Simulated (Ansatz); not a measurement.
Born–Oppenheimer molecular dynamics of C₃H₁₁OPSi (17 atoms, charge 0, multiplicity 1). It starts from a relaxed structure.

Level of theory: Ansatz 0.2.0, UKS PBE-D4/STO-3G.

```yaml
ensemble: NVE (velocity Verlet)
time_step: 1 fs
steps_asked: 106
starting_velocities_drawn_for: 400 K
seed: 616353
```

First frame:

```xyz
17
Properties=species:S:1:pos:R:3
C -0.932 -1.700 -1.181
C -0.010 -1.671 0.071
Si 0.367 0.083 0.680
P -1.413 1.221 1.435
O 1.087 0.854 -0.708
C 1.540 2.197 -0.325
H -1.915 -1.239 -0.965
H -1.112 -2.739 -1.519
H -0.472 -1.143 -2.019
H 0.944 -2.178 -0.171
H -0.480 -2.255 0.887
H 1.346 0.017 1.772
H -2.274 0.648 0.458
H -1.718 0.176 2.352
H 0.714 2.864 0.036
H 2.330 2.195 0.471
H 1.981 2.670 -1.233
```

Question: How far do the bonds stretch over the last three quarters of this one trajectory? (Pairs bonded in most of those frames.)

Answer: 
```csv
bond,mean (Å),spread (Å),shortest,longest
C1–C2,1.559,0.026,1.51,1.61
C1–H7,1.112,0.027,1.06,1.16
C1–H8,1.109,0.011,1.09,1.13
C1–H9,1.108,0.016,1.08,1.15
C2–Si3,1.893,0.012,1.87,1.92
C2–H10,1.107,0.005,1.09,1.12
C2–H11,1.107,0.004,1.10,1.12
Si3–P4,2.250,0.025,2.21,2.29
Si3–O5,1.744,0.009,1.73,1.76
Si3–H12,1.469,0.025,1.43,1.50
P4–H13,1.425,0.026,1.39,1.46
P4–H14,1.423,0.022,1.39,1.46
O5–C6,1.466,0.015,1.44,1.49
C6–H15,1.125,0.027,1.08,1.17
C6–H16,1.129,0.048,1.06,1.20
C6–H17,1.121,0.046,1.05,1.19
```

Mean temperature of the second half: 193 K. The conserved energy stayed within 1.6 meV per atom of its start (net change 0.83 meV per atom), so the integration is sound. Over the second half the temperature averaged 0.48 of the 400 K drawn at the start: a run that starts near a minimum puts about half its kinetic energy into the potential. A run of 0.11 ps of so small a system gives no equilibrium averages. Limits of this set-up: minimal basis.

Time of the run: 10 min on 1 thread of Arm Neoverse V2 (shared host), peak memory 0.12 GiB.
